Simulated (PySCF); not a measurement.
C₆H₁₆NSi, doublet, at a GFN2-xTB geometry. Base run: HF/STO-3G run with PySCF.

The PySCF input:
```python
from pyscf import gto, scf

mol = gto.Mole()
mol.atom = '''
    C     1.940207   -0.132291    1.306525
    C     1.510494   -0.093841   -0.100610
    C     1.861489   -1.374939   -0.860278
    N     0.079274    0.211322   -0.200434
    Si   -0.436117    1.682676   -0.922295
    C    -0.807924   -0.656855    0.556273
    C    -1.761035   -1.410085   -0.373450
    C    -1.593700    0.105136    1.622954
    H     1.705551    0.695831    1.947471
    H     2.329518   -1.027933    1.750743
    H     2.013472    0.743699   -0.607936
    H     1.529162   -1.293483   -1.892199
    H     2.937701   -1.528187   -0.845974
    H     1.381991   -2.239172   -0.406917
    H     0.478256    1.929332   -2.039308
    H    -1.804331    1.521823   -1.413259
    H    -0.399093    2.839028   -0.010100
    H    -0.175450   -1.390515    1.071377
    H    -1.200112   -1.926593   -1.147821
    H    -2.450271   -0.719511   -0.850411
    H    -2.334832   -2.141280    0.191656
    H    -2.274210    0.813585    1.158010
    H    -2.170836   -0.588231    2.230934
    H    -0.912984    0.652134    2.270425
'''
mol.basis = 'sto-3g'
mol.charge = 0
mol.spin = 1
mol.verbose = 4
mol.build()

mf = scf.UHF(mol)
mf.kernel()
```

Variants of this job, named by their change:

```csv
change,ΔE vs base (mEh),fitting functions,dipole (D)
base,0.000,-,0.26
auxbasis = cc-pvtz-ri,5.132,1169,0.26
auxbasis = def2-svp-ri,144.0,622,0.26
auxbasis = cc-pvtz-jkfit,-0.034,1154,0.26
auxbasis = cc-pvdz-jkfit,0.214,970,0.26
auxbasis = cc-pvqz-jkfit,-0.103,1706,0.26
only_dfj = on; auxbasis = def2-universal-jfit,-4.211,570,0.26
auxbasis = even-tempered beta=2.0,-4.358,512,0.26
auxbasis = even-tempered beta=3.0,-13.739,330,0.26
auxbasis = even-tempered beta=1.6,-4.400,719,0.26
```

A fitting set is made for a task (jfit for Coulomb, jkfit for Coulomb and exchange, ri for correlation) and for a family of orbital bases.

Open shells are given as the SCF converged; they aren't shown to be the lowest states, and a large step between rows can be another state.
